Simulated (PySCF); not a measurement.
Coordinates in bohr (charge 0 multiplicity 1):
```
Be    0.0000    0.0000    0.0000
F     0.0000    0.0000    2.6278
F     0.0000    0.0000   -2.6278
```

Method: PBE/[Be def2-TZVP, F def2-TZVP], no relativity, density fitting, PySCF.

This geometry of BeF2 is a stationary point at this level.

**Question.** What is the point group?

**Answer.** D∞h.

**Question.** Is it a minimum?

**Answer.** Yes: all harmonic wavenumbers are real.

**Question.** Give the ideal-gas entropy at 298.15 K and 1 bar by parts.

**Answer.** translation 156.9, rotation 59.1, vibration 11.6, spin 0.0; total 227.6 J/(mol K).

**Question.** What is the atomisation energy, with and without zero-point energy?

**Answer.** 1296 kJ/mol without, 1279 kJ/mol with.
